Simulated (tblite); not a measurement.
C5H4FNSe (charge +1 and doublet state).
SMILES with atom numbers: `[N:1]#[C:2][C:3]1=[C:4]([F:5])[CH2:6][Se+:7][CH2:8]1` (hydrogens: H9, H10 on C6; H11, H12 on C8)
Bond orders are those of one Lewis drawing.

Computed with GFN2-xTB (tblite), gas phase: L-BFGS steps from a force-field or distance-geometry start until the largest atomic force falls under 0.01 eV/Å.

Step 6: E = -626.2815 eV
```
atom  x, y, z in Å  |  force x, y, z in eV/Å
N1      3.0551    1.2237    0.2315    0.226   0.062   0.012
C2      2.0240    0.7422    0.1365   -0.011  -0.030  -0.013
C3      0.7392    0.1744    0.0246   -0.068   0.042   0.052
C4     -0.3913    0.8905    0.2065   -0.003   0.013  -0.038
F5     -0.3979    2.1670    0.4939   -0.099   0.126   0.034
C6     -1.7011    0.2085    0.0662   -0.100  -0.108  -0.013
Se7    -1.3468   -1.6520   -0.3579    0.003  -0.031  -0.004
C8      0.5665   -1.2608   -0.2923   -0.017  -0.135  -0.040
H9     -2.3125    0.6566   -0.7266   -0.036   0.092   0.029
H10    -2.2904    0.2714    0.9886   -0.055   0.086   0.021
H11     1.0183   -1.5187   -1.2550    0.082  -0.060  -0.056
H12     1.0382   -1.9035    0.4580    0.077  -0.056   0.016
```

Step 7: E = -626.2853 eV
```
atom  x, y, z in Å  |  force x, y, z in eV/Å
N1      3.0602    1.2247    0.2311    0.034  -0.043  -0.006
C2      2.0293    0.7389    0.1368    0.077   0.060   0.000
C3      0.7407    0.1747    0.0250   -0.055   0.042   0.050
C4     -0.3915    0.8905    0.2072   -0.022   0.002  -0.050
F5     -0.4097    2.1683    0.4938   -0.046   0.061   0.023
C6     -1.7022    0.2056    0.0653   -0.069   0.004   0.014
Se7    -1.3457   -1.6492   -0.3567   -0.023  -0.106  -0.025
C8      0.5660   -1.2630   -0.2935    0.040  -0.052  -0.017
H9     -2.3178    0.6615   -0.7203   -0.004   0.064  -0.012
H10    -2.2955    0.2782    0.9849   -0.028   0.045   0.049
H11     1.0240   -1.5244   -1.2527    0.048  -0.031  -0.073
H12     1.0433   -1.9064    0.4530    0.049  -0.047   0.047
```

Step 8: E = -626.2867 eV
```
atom  x, y, z in Å  |  force x, y, z in eV/Å
N1      3.0634    1.2245    0.2309   -0.028  -0.075  -0.013
C2      2.0319    0.7387    0.1368    0.054   0.065   0.005
C3      0.7406    0.1752    0.0261   -0.022   0.027   0.031
C4     -0.3925    0.8911    0.2065   -0.023  -0.003  -0.037
F5     -0.4145    2.1699    0.4942   -0.030   0.001   0.006
C6     -1.7040    0.2043    0.0652   -0.036   0.050   0.020
Se7    -1.3457   -1.6502   -0.3567   -0.021  -0.094  -0.024
C8      0.5665   -1.2649   -0.2942    0.066   0.006   0.000
H9     -2.3196    0.6645   -0.7184    0.004   0.042  -0.019
H10    -2.2978    0.2814    0.9846   -0.015   0.024   0.044
H11     1.0269   -1.5269   -1.2534    0.023  -0.013  -0.047
H12     1.0460   -1.9083    0.4523    0.027  -0.028   0.034
```

Step 9: E = -626.2876 eV
```
atom  x, y, z in Å  |  force x, y, z in eV/Å
N1      3.0658    1.2233    0.2307   -0.031  -0.074  -0.015
C2      2.0334    0.7396    0.1368   -0.005   0.039   0.007
C3      0.7402    0.1760    0.0274    0.008   0.005   0.005
C4     -0.3938    0.8917    0.2053   -0.019  -0.009  -0.015
F5     -0.4178    2.1710    0.4947   -0.022  -0.038  -0.007
C6     -1.7061    0.2043    0.0655   -0.008   0.048   0.013
Se7    -1.3461   -1.6528   -0.3573   -0.002  -0.039  -0.012
C8      0.5681   -1.2663   -0.2947    0.063   0.038   0.011
H9     -2.3205    0.6672   -0.7179    0.005   0.021  -0.016
H10    -2.2993    0.2837    0.9856   -0.003   0.010   0.029
H11     1.0291   -1.5286   -1.2550    0.005   0.004  -0.010
H12     1.0481   -1.9100    0.4528    0.009  -0.005   0.010
```

**Question.** Estimate the geometry and energy of step 10. (The exact step hangs on the optimiser's Hessian estimate; all steps are aligned on step 9, rigid shifts and turns removed.)

**Answer.** E = -626.2880 eV, largest force 0.059 eV/Å
```
atom  x, y, z in Å  |  force x, y, z in eV/Å
N1      3.0668    1.2216    0.2303   -0.006  -0.057  -0.013
C2      2.0334    0.7406    0.1369   -0.039   0.017   0.007
C3      0.7400    0.1766    0.0281    0.011  -0.004  -0.008
C4     -0.3946    0.8918    0.2045   -0.013  -0.012  -0.001
F5     -0.4194    2.1710    0.4948   -0.017  -0.039  -0.010
C6     -1.7072    0.2050    0.0659   -0.002   0.018   0.004
Se7    -1.3463   -1.6546   -0.3578    0.016   0.007  -0.001
C8      0.5700   -1.2663   -0.2947    0.039   0.032   0.011
H9     -2.3207    0.6687   -0.7180    0.005   0.011  -0.009
H10    -2.3000    0.2849    0.9867    0.004   0.005   0.015
H11     1.0301   -1.5291   -1.2560   -0.001   0.014   0.010
H12     1.0491   -1.9108    0.4533    0.004   0.008  -0.003
```

The energy changes by -0.0004 eV. The first-order estimate −F·Δx gives -0.0006 eV and the mean of the old and new forces, exact on a quadratic surface, -0.0004 eV. The step makes an angle of 46° with the force vector and moves no atom by more than 0.002 Å.

The cost below is that of the whole relaxation. Hardware: Arm Neoverse V2, one thread, shared host with 96 logical CPUs at a one-minute load of 32. Cost: 0.13 s of wall time.
